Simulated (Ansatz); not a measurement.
Input and output for GeH$_{3}$Se (`[GeH3][Se]`) radical.

```yaml
crystal:
  periodic: [false, false, false]
  atoms:
    - {symbol: Ge, position_ang: [0.153071, -0.031880, -0.143513]}
    - {symbol: Se, position_ang: [-1.693950, -0.117859, 1.721001]}
    - {symbol: H, position_ang: [0.100361, 1.580819, -0.744038]}
    - {symbol: H, position_ang: [-0.206266, -1.146642, -1.403162]}
    - {symbol: H, position_ang: [1.702786, -0.366869, 0.523345]}
basis:
  gaussian: {orbitals: "6-31G*"}
magnetization: {spin_polarized: true, initial_magnetization: 1}
hamiltonian: {xc: {name: SPW92}}
accuracy: high
output: {forces: true}
```

```sh
$ ansatz run in.yaml --threads 2 --pin off --events-out ev --progress --plain --max-ram 32768MiB --backend cpu
```

Output, abridged:

```
Functional definition: SPW92
1350 factors; integrals over basis functions are off by at most 4.2e-9 eV
mean field evaluation 1: about -121719.3610 eV, gradient 1.5e1 eV
mean field evaluation 2: about -121719.3038 eV, gradient 1.7e1 eV
mean field evaluation 4: about -121719.7935 eV, gradient 3.0e0 eV
mean field evaluation 8: about -121719.8242 eV, gradient 2.2e0 eV
mean field evaluation 16: about -121719.8777 eV, gradient 7.7e-2 eV
mean field evaluation 32: about -121719.8766 eV, gradient 2.7e-2 eV
mean field -121719.87778686 eV, -4473.1230039706 hartree, gradient 2.7e-8 eV, S^2 0.752177; 4 other end points of the search recorded, 0 dependent functions left out
reference -121719.87779019 eV, -4473.1230040932 hartree; 35, 34 occupied and 41, 42 virtual orbitals, 1350 factors
Total energy: -121719.87779019 eV, -4473.1230040932 hartree
Atom 0 at     0.153071    -0.031880    -0.143513 Å, force    -0.179284     0.106208     0.134060 eV/Å
Atom 1 at    -1.693950    -0.117859     1.721001 Å, force     1.485623     0.063728    -1.497390 eV/Å
Atom 2 at     0.100361     1.580819    -0.744038 Å, force     0.043325    -1.758484     0.668829 eV/Å
Atom 3 at    -0.206266    -1.146642    -1.403162 Å, force     0.365484     1.219199     1.396992 eV/Å
Atom 4 at     1.702786    -0.366869     0.523345 Å, force    -1.715147     0.369350    -0.702491 eV/Å
Dipole moment:     0.236156     0.011072    -0.238436 e Å
```

Hardware: 2 threads of a server CPU on a shared host. Wall time 10 s, peak host memory 0.36 GiB.
